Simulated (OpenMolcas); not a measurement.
**Levels of Kr⁴⁺ by method**

```
Program             : OpenMolcas 26.06
Basis               : ANO-RCC-VDZ [5s4p1d]
Scalar Hamiltonian  : DKH2, point nucleus
Active space        : 2 electrons in 3 orbitals (4p)
State averaging     : 2S+1 = 3 even, 3 roots; 2S+1 = 1 even, 6 roots
Spin-orbit coupling : RASSI with atomic mean-field integrals over the reference wave functions, term energies averaged over their components
```

Methods on the same reference wave functions:
A. CASSCF
B. SS-CASPT2, IPEA 0.25 Eh, imaginary shift 0.1 Eh (closed shells correlated: 3d 4s)

Energies in cm⁻¹ above 4s² 4p² ³P₀, the measured ground level; measured values from Saloman, J. Phys. Chem. Ref. Data 36, 215 (2007).

```csv
Level,A,B,Measured
4s² 4p² ³P₀,0.0,0.0,0.0
4s² 4p² ³P₁,3258,3410,3743
4s² 4p² ³P₂,7142,7290,7595
4s² 4p² ¹D₂,22072,22120,19723
4s² 4p² ¹S₀,45774,39680,39204
```

Deviations, from unrounded energies. A percentage is the sum of absolute deviations over the sum of measured energies, with the sign that they share, or ± where signs differ.

| Against measurement | Levels | A | B |
| --- | --- | --- | --- |
| mean absolute deviation (cm-1) | 4 | 2500 | 880 |
| fine structure of the ground term (%) | 2 | -8.3 | -5.6 |
| other terms of the ground configuration (%) | 2 | +15.1 | +4.9 |

B lies closest to measurement on these levels. The largest miss of B in the table is 4s² 4p² ¹D₂, by +2400 cm-1. The ranking rests on the paired levels alone, and a cruder setting can come out closer through cancelling errors.

From A to B the spin-free energies of the other terms of 4s² 4p² shown, above ³P, scale by factors of 0.84 to 0.99.

The lowest spin-free term lies below A's lowest term by 0.013 hartree in B.

CASPT2 does not keep the components of a term degenerate, so their means are used; among the terms shown or strongly mixed into the levels shown the widest spread is 96 cm-1 (4s² 4p² ¹D, B). With the s shell closed, the reference lacks s² → p² mixing. The basis is small and was not contracted for so high a charge. Computed and measured levels are paired by configuration, term and J; levels that our copy of the source lacks, or whose pairing is in doubt (as where it misses far off the trend of its configuration), stay unpaired and out of the deviations. Levels of configurations outside the active space are missing.
